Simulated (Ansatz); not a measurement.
Geometry optimisation, RKS r2SCAN-D4/def2-SVP in Ansatz.

Input:

```yaml
crystal:
  periodic: [false, false, false]
  atoms:
    - { symbol: Al, position_ang: [-1.2706, 0.4217, -0.7001] }
    - { symbol: As, position_ang: [-0.0448, -0.3028, 1.2254] }
    - { symbol: S, position_ang: [1.489, -1.2685, -0.1055] }
    - { symbol: H, position_ang: [-2.0411, -0.5772, -1.6122] }
    - { symbol: H, position_ang: [-1.2719, 1.9979, -1.1553] }
    - { symbol: H, position_ang: [0.7537, 1.0595, 1.3145] }
    - { symbol: H, position_ang: [0.03432, -1.28192, 2.38534] }
basis:
  gaussian: { orbitals: def2-SVP }
hamiltonian:
  xc: r2scan
  dispersion: d4
relax:
  f_tol: 0.02
  max_steps: 50
```

Launched with:

```bash
$ ansatz run input.yaml --threads 2 --pin off --max-ram 3072MiB --backend cpu --events-out ev --progress --plain --runs-dir out
```

Problem. Where does it end, and by what steps?

Solution. It converged. After 9 steps the energy has fallen by 2.244 eV; S3 moved furthest, 0.87 Å. Joined: Al1–S3 (3.29 → 2.25 Å).

```json
{"step": "0", "energy less start (eV)": "0.0000", "largest force component (eV/Å)": "2.504", "accepted": "yes"}
{"step": "1", "energy less start (eV)": "-0.8716", "largest force component (eV/Å)": "0.983", "accepted": "yes"}
{"step": "2", "energy less start (eV)": "-1.2865", "largest force component (eV/Å)": "0.825", "accepted": "yes"}
{"step": "3", "energy less start (eV)": "-1.6887", "largest force component (eV/Å)": "0.790", "accepted": "yes"}
{"step": "4", "energy less start (eV)": "-1.9855", "largest force component (eV/Å)": "0.780", "accepted": "yes"}
{"step": "5", "energy less start (eV)": "-2.1720", "largest force component (eV/Å)": "0.731", "accepted": "yes"}
{"step": "6", "energy less start (eV)": "-2.2324", "largest force component (eV/Å)": "0.368", "accepted": "yes"}
{"step": "7", "energy less start (eV)": "-2.2410", "largest force component (eV/Å)": "0.159", "accepted": "yes"}
{"step": "8", "energy less start (eV)": "-2.2443", "largest force component (eV/Å)": "0.035", "accepted": "yes"}
{"step": "9", "energy less start (eV)": "-2.2445", "largest force component (eV/Å)": "0.007", "accepted": "yes"}
```

```xyz
7
Properties=species:S:1:pos:R:3
Al -0.976 0.205 -1.118
As -0.112 -0.011 1.394
S 0.993 -0.653 -0.457
H -2.199 -0.783 -1.317
H -1.041 1.745 -1.486
H 0.960 0.804 2.090
H 0.025 -1.258 2.245
```

Whether the end is a true minimum wasn't checked by a vibrational analysis.

The run took 21 s on 2 threads of Intel(R) Xeon(R) Platinum 8488C (Sapphire Rapids), with other jobs on the host, peak memory 0.17 GiB.
